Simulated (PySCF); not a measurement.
OSr, SMILES [O]=[Sr].

The structure is a stationary point at B3LYP-D3(BJ)/def2-TZVPD. The def2 effective core potentials stand for the cores of Sr; spin–orbit coupling is left out.

These are TDDFT-LC-ωPBE/def2-TZVPD run with PySCF values and carry that method's errors.

Vertical excitations; the highest root listed may be one member of a degenerate set. Gas-phase values at a fixed geometry. State labels are in the subgroup C2v.

Computed lowest excited states:
```json
[
 {"state": "S1", "symmetry": "A1", "energy (eV)": "2.20", "λ (nm)": "563", "f": "0.025", "main pairs": "HOMO→LUMO 79 %, HOMO→LUMO+3 14 %"},
 {"state": "S2", "symmetry": "B1", "energy (eV)": "2.65", "λ (nm)": "468", "f": "0.009", "main pairs": "HOMO−2→LUMO, HOMO−2→LUMO+3 (degenerate set)"},
 {"state": "S3", "symmetry": "B2", "energy (eV)": "2.65", "λ (nm)": "468", "f": "0.009", "main pairs": "HOMO−1→LUMO, HOMO−1→LUMO+3 (degenerate set)"},
 {"state": "S4", "symmetry": "B1", "energy (eV)": "3.85", "λ (nm)": "322", "f": "0.006", "main pairs": "HOMO→LUMO+1 (degenerate set)"},
 {"state": "S5", "symmetry": "B2", "energy (eV)": "3.85", "λ (nm)": "322", "f": "0.006", "main pairs": "HOMO→LUMO+2 (degenerate set)"},
 {"state": "S6", "symmetry": "A2", "energy (eV)": "4.25", "λ (nm)": "291", "f": "0.000", "main pairs": "HOMO→LUMO+5, HOMO→LUMO+13 (degenerate set)"},
 {"state": "S7", "symmetry": "A1", "energy (eV)": "4.25", "λ (nm)": "291", "f": "0.000", "main pairs": "HOMO→LUMO+4, HOMO→LUMO+12 (degenerate set)"},
 {"state": "S8", "symmetry": "A1", "energy (eV)": "4.28", "λ (nm)": "290", "f": "0.091", "main pairs": "HOMO→LUMO+3 72 %, HOMO→LUMO 16 %"},
 {"state": "S9", "symmetry": "A1", "energy (eV)": "4.34", "λ (nm)": "286", "f": "0.000", "main pairs": "HOMO−2→LUMO+1, HOMO−1→LUMO+2 (degenerate set)"},
 {"state": "S10", "symmetry": "A2", "energy (eV)": "4.34", "λ (nm)": "286", "f": "0.000", "main pairs": "HOMO−2→LUMO+2, HOMO−1→LUMO+1 (degenerate set)"},
 {"state": "T1", "symmetry": "A1", "energy (eV)": "2.02", "λ (nm)": "614", "f": "0", "main pairs": "HOMO→LUMO 84 %"},
 {"state": "T2", "symmetry": "B2", "energy (eV)": "2.55", "λ (nm)": "487", "f": "0", "main pairs": "HOMO−1→LUMO, HOMO−1→LUMO+3 (degenerate set)"},
 {"state": "T3", "symmetry": "B1", "energy (eV)": "2.55", "λ (nm)": "487", "f": "0", "main pairs": "HOMO−2→LUMO, HOMO−2→LUMO+3 (degenerate set)"},
 {"state": "T4", "symmetry": "A1", "energy (eV)": "3.79", "λ (nm)": "327", "f": "0", "main pairs": "HOMO→LUMO+3 77 %, HOMO→LUMO+14 13 %"}
]
```
Triplets are in the Tamm–Dancoff approximation, which puts them higher than full response would, so one can lie above its singlet here.
